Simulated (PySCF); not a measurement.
WOSFCl, SMILES [O]=[W]([F])(=[S])[Cl], multiplicity 1. The structure is a stationary point at B3LYP-D3(BJ)/def2-SVP. The spin state was assumed, not searched. The structure was generated by enumeration; whether it is a known compound was not checked. The def2 effective core potentials stand for the cores of W; spin–orbit coupling is left out.

Method: B3LYP-D3(BJ)/def2-SVP run with PySCF.

Harmonic wavenumbers (cm⁻¹): 138, 153, 189, 236, 281, 414, 554, 704, 1027. Rotational constants (GHz): 2.387, 1.727, 1.396; symmetry number 1.

Question: Work out the zero-point energy and the ideal-gas rigid-rotor harmonic-oscillator thermochemistry at 298.15 K and 1 atm.

Answer: ZPE = ½ Σ hcν = ½ × 3696 cm⁻¹ = 5.28 kcal/mol. H − E(el) = 9.82 kcal/mol. Entropy in cal/(mol K): translation 42.85, rotation 28.41, vibration 12.90, total 84.17. G − E(el) = -15.27 kcal/mol. Cp = 20.85 cal/(mol K). Modes under 150 cm⁻¹ make the vibrational entropy uncertain.
